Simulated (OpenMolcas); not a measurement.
**Fe III: effect of the active space**

- Program: OpenMolcas 26.06
- Method: MS-CASPT2 or its RAS form, IPEA 0.25 Eh, imaginary shift 0.1 Eh
- Basis: ANO-RCC-VQZP
- Scalar Hamiltonian: DKH2, point nucleus
- Spin-orbit coupling: RASSI with atomic mean-field integrals over the reference wave functions, term energies averaged over their components

A. 6 electrons in 5 orbitals (3d); 2S+1 = 5 even, 5 roots; 2S+1 = 3 even, 45 roots; 2S+1 = 1 even, 50 roots; closed shells correlated: 3s 3p; CASPT2 step roughly 40 core-seconds
B. 6 electrons in 6 orbitals (3d 4s); 2S+1 = 5 even, 30 roots; 2S+1 = 7 even, 1 root kept (CI in the orbitals of an earlier block); 2S+1 = 3 even, 121 roots kept (CI in the orbitals of an earlier block, 98 in the spin-orbit step); 2S+1 = 1 even, 96 roots kept (CI in the orbitals of an earlier block, 69 in the spin-orbit step); closed shells correlated: 3s 3p; CASPT2 step of the order of 2.2 core-minutes
C. 12 electrons in 8 orbitals (RAS1 3p, at most 2 holes; RAS2 3d); 2S+1 = 5 even, 5 roots; 2S+1 = 3 even, 45 roots; 2S+1 = 1 even, 44 roots; closed shells correlated: 3s; CASPT2 step about 90 core-seconds
D. 6 electrons in 10 orbitals (3d 4d); 2S+1 = 5 even, 5 roots; 2S+1 = 3 even, 45 roots; 2S+1 = 1 even, 44 roots; closed shells correlated: 3s 3p; CASPT2 step roughly 50 core-minutes

Energies in eV above 3d6 5D4, the measured ground level; measured values from Corliss and Sugar, J. Phys. Chem. Ref. Data 11, 135 (1982).

```tsv
Level	A	B	C	D	Measured
3d6 5D4	0.0000	0.0000	0.0000	0.0000	0.0000
3d6 5D3	0.0539	0.0583	0.0543	0.0507	0.0541
3d6 5D2	0.0917	0.0989	0.0923	0.0862	0.0916
3d6 5D1	0.1160	0.1249	0.1167	0.1090	0.1156
3d6 5D0	0.1279	0.1376	0.1287	0.1201	0.1274
3d6 3P2(1)	2.346	2.295	2.397	2.453	2.4059
3d6 3H6	2.458	2.436	2.428	2.534	2.4860
3d6 3H5	2.485	2.464	2.456	2.558	2.5170
3d6 3P1(1)	2.503	2.467	2.557	2.611	2.5650
3d6 3H4	2.505	2.483	2.476	2.576	2.5394
3d6 3P0(1)	2.569	2.539	2.624	2.678	2.6295
3d6 3F4(1)	2.624	2.577	2.643	2.721	2.6610
3d6 3F3(1)	2.652	2.606	2.672	2.747	2.6904
3d6 3F2(1)	2.671	2.627	2.693	2.765	2.7099
3d6 3G5	3.027	2.969	3.021	3.099	3.0449
3d6 3G4	3.073	3.020	3.068	3.143	3.0923
3d6 3G3	3.096	3.043	3.090	3.163	3.1173
3d6 1I6	3.730	3.696	3.697	3.837	3.7637
3d6 3D1	3.796	3.696	3.831	3.865	
3d6 3D2	3.798	3.697	3.834	3.869	
3d6 3D3	3.814	3.716	3.850	3.887	3.8259
3d6 1G4(1)	3.832	3.714	3.817	3.946	3.8294
3d6 1F3	5.300	5.183	5.351	5.415	5.3185
3d6 3P0(2)	6.194	5.958	6.233	6.232	6.0936
```

Deviations, from unrounded energies. A percentage is the sum of absolute deviations over the sum of measured energies, with the sign that they share, or ± where signs differ.

| Against measurement | Levels | A | B | C | D |
| --- | --- | --- | --- | --- | --- |
| mean absolute deviation (cm-1) | 21 | 240 | 590 | 230 | 420 |
| fine structure of the ground term (%) | 4 | ±0.3 | +8.0 | +0.8 | -5.8 |
| other terms of the ground configuration (%) | 17 | ±1.1 | -2.7 | ±1.1 | +1.9 |

A, C lie about equally close to measurement and B furthest from it. The largest miss of C in the table is 3d6 3P0(2), by +1100 cm-1. The ranking rests on the paired levels alone, and a cruder setting can come out closer through cancelling errors.

The spin-orbit steps hold different terms of 3d6 (B lacks a 1D, a 1S; C lacks a 1D, a 1S; D lacks a 1D, a 1S), which shifts levels as well.

The two smallest mean deviations differ by little beside CASPT2's spread within terms, so their order carries little weight.

Among A to D the level of the table that moves most is 3d6 3P0(2), by 2200 cm-1 (lowest in B, highest in C). Moves below CASPT2's spread within the term are not significant.

CASPT2 does not keep the components of a term degenerate, so their means are used; among the terms shown or strongly mixed into the levels shown the widest spread is 2900 cm-1 (3d6 1I, B). Over all roots computed the reference weight is 0.88 to 0.94 in B; the roots of lowest weight are the least certain, and an intruder state may touch them. The CASPT2 spread within a term exceeds the gap to the next term for 3d6 1I and 3d6 3D, 3d6 3D and 3d6 1G(1), so the order of their levels is uncertain (figures for A; the like holds for B, C, D). Blocks of more than 70 roots (2S+1 = 3 even) ran without multistate coupling (holds for B). Some high roots are left out of the spin-orbit mixing, which shifts the levels that they would mix with (holds for B). Terms from blocks run as CI alone lack orbitals of their own (holds for B). Active for correlation alone: 3p; no level in the range computed is led by a configuration that opens it, so any true level of that kind is missing (holds for C). Active for correlation alone: 4d; no level in the range computed is led by a configuration that fills it, so any true level of that kind is missing (holds for D). Measured partners are found by configuration, term and J. A level has none where our copy of the source lacks it or the pairing is in doubt (some pairs that miss far off the trend of their configuration count as doubtful), and it then counts in no deviation. Only configurations of the active space appear. Levels that lie high or do not pair safely by name in every column are left out.

A number in round brackets counts repeated terms of one configuration in the order of the reference energies.
